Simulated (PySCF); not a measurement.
How methods differ on the ionisation energy of Zn

Zn [Ar] 3d10 4s2 (1S) → Zn+ [Ar] 3d10 4s1 (2S), as a difference of total energies. All numbers are calculated (PySCF 2.14, the spin-free X2C one-electron Hamiltonian (Gaussian nucleus), in x2c-TZVPPall with one added diffuse shell each of s, p, d, f type (7s6p5d3f1g, 80 functions)). Correlated levels: valence: [Ar] frozen; valence and next inner shell: [Ne] frozen. The calculations carry no spin-orbit coupling.

```csv
method,ionisation energy (eV)
UHF,7.789
LDA,9.935
r2SCAN,9.426
revPBE,9.490
PBEsol,9.590
wB97M-V,9.432
PW91,9.690
MP2 (valence),9.176
SCS-MP2 (valence),9.192
MP2 (valence and next inner shell),9.233
SCS-MP2 (valence and next inner shell),9.226
```

Question: Estimate what PBE0 gives.

Answer: 9.297 eV, closest to MP2 (valence and next inner shell) among the rows shown.

Question: Estimate what PBE gives.

Answer: 9.623 eV, closest to PBEsol among the rows shown.

Errors of the correlated levels include the incompleteness of this basis and the frozen core.

MP2 underrates the near-degeneracy of ns² with np² in the lower species.

For comparison: 9.394 eV (measured; NIST Atomic Spectra Database, ionization energies).
